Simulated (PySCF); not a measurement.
**PbF at PBE0**

Computed with PBE0; PySCF, scalar-relativistic core potentials, basis sets Pb cc-pVTZ-PP with ECP60, F cc-pVTZ.

| Quantity | Value |
| --- | --- |
| state | ²Π (doublet), unpaired electrons π ↑ |
| bond length | 2.061 Å |
| harmonic wavenumber | 531 cm⁻¹ |
| force constant | 2.89 mdyn/Å |
| rotational constant Be | 0.2279 cm⁻¹ |
| anharmonicity ωexe | 2.22 cm⁻¹ |
| vibration–rotation constant αe | 0.00135 cm⁻¹ |
| well depth De to Pb + F | 4.47 eV |
| dissociation energy D0 | 4.44 eV |
| bond order (Mayer) | 0.90 |
| dipole moment (positive dipole means Pb(−)F(+)) | -3.43 D |

These are scalar-relativistic numbers at best; spin–orbit coupling would shift them, the dissociation energy most. The state was picked by a PBE0 search and need not be the measured ground state.
